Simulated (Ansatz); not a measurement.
Mulliken charges of `[CH3][Ga][Cl]` radical from PBE/def2-TZVPP in Ansatz (PBE0-D4/def2-TZVP geometry).

```tsv
atom	x (Å)	y (Å)	z (Å)	charge (e)
C1	-0.432	0.475	-0.328	-0.349
Ga2	0.372	-0.377	1.294	0.294
Cl3	1.781	-1.990	0.869	-0.279
H4	-0.944	-0.311	-0.887	0.111
H5	0.391	0.868	-0.930	0.111
H6	-1.125	1.270	-0.064	0.112
```

Q: By hand: the dipole of these point charges (1 e Å = 4.8032 D).

A: Σ q r = (-0.424, 0.483, 0.044) e Å, of length 0.644 e Å = 3.09 D.

Q: How does the dipole of the full density compare? (Estimate.)

A: The calculation gave: (-0.342, 0.385, -0.066) e Å, 2.49 D; the point charges give 1.24 times that, at 11° from its direction.

Point charges leave out the atoms' own dipoles, such as those of lone pairs, and Mulliken's split depends on the basis, so the two needn't agree.
